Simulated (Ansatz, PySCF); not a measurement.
C₃H₉N, charge -1, doublet, at the geometry of the source list (a state made from the parent by changing its charge; the spin is typed, not shown lowest) (in this run its highest filled SCF level lies above zero, so its values depend strongly on the basis, on diffuse functions most of all). Base run: CCSD(T)/STO-3G run with PySCF.

PySCF was given this input:
```python
from pyscf import gto, scf, cc

mol = gto.Mole()
mol.atom = '''
    C    -1.849200   -0.011800    0.244200
    C    -0.451700   -0.446200   -0.172200
    N     0.508200    0.610600    0.090700
    C     1.863300    0.246100   -0.262900
    H    -2.120300    0.903600   -0.273800
    H    -2.571800   -0.785700   -0.000100
    H    -1.887600    0.173700    1.315500
    H    -0.186600   -1.389700    0.341600
    H    -0.430000   -0.640000   -1.249400
    H     0.469200    0.859000    1.076500
    H     2.525600    1.078000   -0.031400
    H     1.902600    0.056500   -1.335900
    H     2.228400   -0.654000    0.257300
'''
mol.basis = 'sto-3g'
mol.charge = -1
mol.spin = 1
mol.verbose = 4
mol.build()

mf = scf.UHF(mol)
mf.kernel()

mycc = cc.CCSD(mf)
mycc.kernel()
et = mycc.ccsd_t()
print('E(CCSD(T)) = %.10f' % (mycc.e_tot + et))
```

The same geometry, method and basis name were run in Ansatz (a program for electronic structure) and PySCF, at each program's defaults and at the settings that a row names. The base is PySCF at its defaults. Differences at the defaults can come from grids, fitting, cores and function types together.

```tsv
code and settings	ΔE vs base (mEh)	basis functions	E (Eh)	SCF cycles
PySCF, defaults (exact integrals, spherical functions, all electrons correlated)	0.000	29	-170.91388	17
Ansatz, defaults (factorised integrals, spherical functions, frozen core)	1.534	29	-170.91234	-
PySCF, frozen core	1.513	29	-170.91236	17
Ansatz, high accuracy, frozen core	1.512	29	-170.91236	-
```

Open shells are given as the SCF converged; they aren't shown to be the lowest states, and a large step between rows can be another state.
